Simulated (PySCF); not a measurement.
## Field gradients at the hydrogen positions

C₅H₁₀Se.
Cartesian coordinates in Å at the PBE0-D3(BJ)/def2-SVP level; atoms count from 1:
```
atom  x, y, z in Å
C1     2.9141    0.1826    1.9059
C2     1.6312   -0.1342    1.7166
Se3    1.0347   -1.6716    0.7909
C4    -0.6931   -0.9624    0.2250
C5    -0.6113    0.0932   -0.8638
C6    -1.9820    0.6063   -1.2801
H7     3.1890    1.0434    2.5218
H8     3.7287   -0.4022    1.4686
H9     0.8298    0.4707    2.1585
H10   -1.2605   -1.8444   -0.1133
H11   -1.2025   -0.5791    1.1243
H12    0.0133    0.9302   -0.5081
H13   -0.0803   -0.3291   -1.7330
H14   -2.6148   -0.2075   -1.6695
H15   -2.5162    1.0625   -0.4310
H16   -1.8994    1.3692   -2.0690
```

Level: PBE0/pcSseg-1 (PySCF, non-relativistic); Q(2H) = 0.00286 b; rigid geometry, the same for H and D, with no vibrational averaging.

Question: Rank these positions by the coupling χzz of a deuteron there, largest first.
A. H15 (methyl hydrogen)
B. H8 (vinylic hydrogen)
C. H12 (methylene hydrogen)
D. H9 (vinylic hydrogen)

Answer: B (205 kHz), D (200 kHz), A (195 kHz), C (190 kHz).

Q: What are Vzz, η and χzz (234.96 MHz × Q × Vzz) at all hydrogens?

A: 
```json
{"atom": "H7", "bonded to": "C1", "bond length (Å)": "1.094", "Vzz (au)": "0.3072", "η": "0.06", "χzz (kHz)": "206"}
{"atom": "H8", "bonded to": "C1", "bond length (Å)": "1.094", "Vzz (au)": "0.3046", "η": "0.07", "χzz (kHz)": "205"}
{"atom": "H9", "bonded to": "C2", "bond length (Å)": "1.097", "Vzz (au)": "0.2980", "η": "0.07", "χzz (kHz)": "200"}
{"atom": "H10", "bonded to": "C4", "bond length (Å)": "1.102", "Vzz (au)": "0.2857", "η": "0.04", "χzz (kHz)": "192"}
{"atom": "H11", "bonded to": "C4", "bond length (Å)": "1.102", "Vzz (au)": "0.2852", "η": "0.02", "χzz (kHz)": "192"}
{"atom": "H12", "bonded to": "C5", "bond length (Å)": "1.103", "Vzz (au)": "0.2821", "η": "0.04", "χzz (kHz)": "190"}
{"atom": "H13", "bonded to": "C5", "bond length (Å)": "1.103", "Vzz (au)": "0.2836", "η": "0.03", "χzz (kHz)": "191"}
{"atom": "H14", "bonded to": "C6", "bond length (Å)": "1.102", "Vzz (au)": "0.2895", "η": "0.03", "χzz (kHz)": "195"}
{"atom": "H15", "bonded to": "C6", "bond length (Å)": "1.102", "Vzz (au)": "0.2896", "η": "0.03", "χzz (kHz)": "195"}
{"atom": "H16", "bonded to": "C6", "bond length (Å)": "1.101", "Vzz (au)": "0.2929", "η": "0.02", "χzz (kHz)": "197"}
```

Q: How does χzz go with the bond length over the 10 C–H bonds?

A: A straight-line fit has a slope of -15.6 kHz for each 0.01 Å, with a correlation coefficient of -0.98, over lengths from 1.094 to 1.103 Å. The longer bonds have the smaller couplings here.

Geometry: PBE0-D3(BJ)/def2-SVP, one conformer, isolated molecule. The calculation is non-relativistic, for selenium too. The small basis limits the accuracy of the gradients.

The run behind these numbers computed NMR shieldings as well. Time: 18 s. Hardware: x86-64 server, one thread (shared host).
